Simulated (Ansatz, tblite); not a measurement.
Removing and adding an electron: the cluster Ca₄O₄. The state is a singlet with charge 0. Geometry: PBE-D4/def2-SVP. Ansatz, gas phase; energy differences of separate SCF runs; the oxidised species was run as a doublet alone; the reduced species was run as a doublet alone.

```xyz
8

Ca    1.103    1.857   -1.694
Ca    1.296   -2.012   -1.361
Ca   -1.068   -1.852    1.721
Ca   -1.335    2.007    1.330
O    -1.611    0.103    2.051
O     1.612   -0.102   -2.050
O     0.154   -2.595    0.245
O    -0.151    2.596   -0.243
```

The xTB rows come from tblite. The structure comes from a short search, and lower isomers may exist.

Q: Estimate orbital energies and vertical ionisation energies and electron affinities at: GFN1-xTB; GFN2-xTB; PBE-D4/def2-TZVP; PBE-D4/def2-TZVPD; B97M-V/def2-TZVP; B97M-V/def2-TZVPD; PBE0-D4/def2-TZVP; PBE0-D4/def2-TZVPD.

A: 
```
             level  −HOMO (eV)  vertical IE (eV)  −LUMO (eV)  vertical EA (eV)  HOMO–LUMO gap (eV)  IE − EA (eV)                       remarks
          GFN1-xTB        7.94             10.19        5.83              3.98                2.11          6.21                             –
          GFN2-xTB       10.14             12.72        9.58              7.08                0.56          5.64                             –
  PBE-D4/def2-TZVP        3.39              5.67        1.39                 –                2.00             –                             –
 PBE-D4/def2-TZVPD        3.40                 –        1.38              0.26                2.02             –  HOMO above zero (-1 doublet)
  B97M-V/def2-TZVP        3.62              5.73        1.34                 –                2.28             –                             –
 B97M-V/def2-TZVPD        3.64                 –        1.34              0.41                2.31             –  HOMO above zero (-1 doublet)
 PBE0-D4/def2-TZVP        4.72              6.19        0.78                 –                3.94             –                             –
PBE0-D4/def2-TZVPD        4.73                 –        0.78              0.05                3.96             –  HOMO above zero (-1 doublet)
```

Relaxing the oxidised species (PBE-D4/def2-SVP) changes its energy by -0.01 eV at PBE-D4/def2-TZVP, so the adiabatic ionisation energy to this nearest minimum is 5.66 eV. At PBE0-D4/def2-TZVP it is 6.17 eV.  Relaxing the reduced species (PBE-D4/def2-SVPD) changes its energy by -0.03 eV at PBE-D4/def2-TZVPD, so the adiabatic electron affinity to this nearest minimum is 0.29 eV. At PBE0-D4/def2-TZVPD it is 0.08 eV. The highest occupied level of the relaxed charge -1 doublet lies above zero (up to 0.79 eV). By energy differences its removal costs 0.29 eV (each at its own geometry, to the charge 0 singlet, at PBE-D4/def2-TZVPD); the vertical value is larger still, so the positive level points to self-interaction error. The gap within one spin of the relaxed charge -1 doublet nearly closes, so an electron or hole may be smeared out by delocalisation error.     A HOMO above zero means that the electron is unbound at that level or that self-interaction error raises the level; the energy of removing that electron tells which. Raw xTB energy differences between charge states are shifted by several eV; the methods need an empirical correction for them.
